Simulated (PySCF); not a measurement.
A run for PySCF: R-M06-2X/def2-TZVPP on CH6OSi (SMILES C[SiH2]O), a point of a torsion scan.

```python
from pyscf import gto, dft

mol = gto.M(
    atom='''
    C    -1.23238524    0.28823805    0.03452166
    Si    0.51057952   -0.42911318   -0.19561898
    O     1.64865375    0.68130585    0.16308629
    H    -1.99167494   -0.44867384   -0.20397390
    H    -1.40163702    1.14754757   -0.61014365
    H    -1.40298943    0.60843141    1.05966900
    H     0.72459023   -1.55144024    0.71722148
    H     0.72600547   -0.80699676   -1.59174691
    H     1.42525323    1.56256785    0.44705395
    ''',
    basis='def2-tzvpp',
    charge=0, spin=0, verbose=4, max_memory=1800)
mf = dft.RKS(mol, xc='m062x').density_fit(auxbasis='def2-universal-jkfit')
mf.grids.level = 4
mf.conv_tol = 1e-9
mf.max_cycle = 150
mf.kernel()
mf.dip_moment()
```

Program output:

```
PySCF version 2.14.0

[INPUT] verbose = 4
[INPUT] num. atoms = 9
[INPUT] num. electrons = 34
[INPUT] charge = 0
[INPUT] spin (= nelec alpha-beta = 2S) = 0
[INPUT] symmetry False subgroup None
[INPUT] Mole.unit = angstrom
[INPUT] Symbol           X                Y                Z      unit          X                Y                Z       unit  Magmom
[INPUT]  1 C     -1.232385240000   0.288238050000   0.034521660000 AA   -2.328870583556   0.544690973179   0.065236482765 Bohr   0.0
[INPUT]  2 Si     0.510579520000  -0.429113180000  -0.195618980000 AA    0.964855457612  -0.810906386641  -0.369666296967 Bohr   0.0
[INPUT]  3 O      1.648653750000   0.681305850000   0.163086290000 AA    3.115504061737   1.287481463564   0.308188422771 Bohr   0.0
[INPUT]  4 H     -1.991674940000  -0.448673840000  -0.203973900000 AA   -3.763720165760  -0.847870676857  -0.385454807559 Bohr   0.0
[INPUT]  5 H     -1.401637020000   1.147547570000  -0.610143650000 AA   -2.648710093852   2.168550622210  -1.153004395142 Bohr   0.0
[INPUT]  6 H     -1.402989430000   0.608431410000   1.059669000000 AA   -2.651265778360   1.149768730483   2.002484192692 Bohr   0.0
[INPUT]  7 H      0.724590230000  -1.551440240000   0.717221480000 AA    1.369277087236  -2.931797152229   1.355352167855 Bohr   0.0
[INPUT]  8 H      0.726005470000  -0.806996760000  -1.591746910000 AA    1.371951503236  -1.525002859811  -3.007965719523 Bohr   0.0
[INPUT]  9 H      1.425253230000   1.562567850000   0.447053950000 AA    2.693338262852   2.952825287550   0.844809528405 Bohr   0.0

nuclear repulsion = 117.395116779051
number of shells = 72
number of NR pGTOs = 251
number of NR cGTOs = 188
basis = def2-tzvpp
ecp = {}


******** <class 'pyscf.df.df_jk.DFRKS'> ********
method = DFRKS
initial guess = minao
damping factor = 0
level_shift factor = 0
DIIS = <class 'pyscf.scf.diis.CDIIS'>
diis_start_cycle = 1
diis_space = 8
diis_damp = 0
SCF conv_tol = 1e-09
SCF conv_tol_grad = None
SCF max_cycles = 150
direct_scf = False
XC library pyscf.dft.libxc version 7.1.2
    S. Lehtola, C. Steigemann, M. J. T. Oliveira, and M. A. L. Marques,  SoftwareX 7, 1–5 (2018)
XC functionals = m062x
    Y. Zhao and D. G. Truhlar,  Theor. Chem. Acc. 120, 215 (2008)
    Y. Zhao and D. G. Truhlar,  Theor. Chem. Acc. 120, 215 (2008)
radial grids:
    Treutler-Ahlrichs [JCP 102, 346 (1995); DOI:10.1063/1.469408] (M4) radial grids

becke partition: Becke, JCP 88, 2547 (1988); DOI:10.1063/1.454033
pruning grids: <function nwchem_prune>
grids dens level: 4
symmetrized grids: False
atomic radii adjust function: <function treutler_atomic_radii_adjust>
small_rho_cutoff = 0
Set gradient conv threshold to 3.16228e-05
Initial guess from minao.
tot grids = 180040
******** <class 'pyscf.df.df.DF'> ********
auxbasis = def2-universal-jkfit
init E= -406.516768501065
  HOMO = -0.361643510321866  LUMO = -0.0107897970220044  gap/eV = 9.54722
cycle= 1 E= -406.389304246608  delta_E= 0.127  |g|= 0.647  |ddm|=    2
  HOMO = -0.268992411255467  LUMO = 0.059541149375274  gap/eV = 8.93985
cycle= 2 E= -406.366806966239  delta_E= 0.0225  |g|= 0.768  |ddm|= 0.727
  HOMO = -0.363117842516547  LUMO = 0.0442656941993581  gap/eV = 11.08547
cycle= 3 E= -406.466512683135  delta_E= -0.0997  |g|= 0.0553  |ddm|= 0.422
  HOMO = -0.364089738930644  LUMO = 0.0466870729496349  gap/eV = 11.17781
cycle= 4 E= -406.466994449852  delta_E= -0.000482  |g|= 0.025  |ddm|= 0.0418
  HOMO = -0.364720553238765  LUMO = 0.0471464013830058  gap/eV = 11.20747
cycle= 5 E= -406.467139328522  delta_E= -0.000145  |g|= 0.00426  |ddm|= 0.0179
  HOMO = -0.36467090538384  LUMO = 0.0469491245205186  gap/eV = 11.20075
cycle= 6 E= -406.467143653604  delta_E= -4.33e-06  |g|= 0.000586  |ddm|= 0.00322
  HOMO = -0.36466287421832  LUMO = 0.0469715057324261  gap/eV = 11.20114
cycle= 7 E= -406.467143755529  delta_E= -1.02e-07  |g|= 0.000105  |ddm|= 0.000643
  HOMO = -0.364658770906991  LUMO = 0.0469697822107511  gap/eV = 11.20098
cycle= 8 E= -406.467143759407  delta_E= -3.88e-09  |g|= 2.54e-05  |ddm|= 0.000132
  HOMO = -0.364658404311693  LUMO = 0.0469715970944562  gap/eV = 11.20102
cycle= 9 E= -406.467143759647  delta_E= -2.4e-10  |g|= 4.65e-06  |ddm|= 3.41e-05
  HOMO = -0.364659029581156  LUMO = 0.0469711112288166  gap/eV = 11.20103
Extra cycle  E= -406.467143759658  delta_E= -1.09e-11  |g|= 2.06e-06  |ddm|= 8.47e-06
converged SCF energy = -406.467143759658
Dipole moment(X, Y, Z, Debye): -1.38183,  1.05242,  0.33826
```

Self-consistency was reached.

Cost: roughly 40 core-seconds.
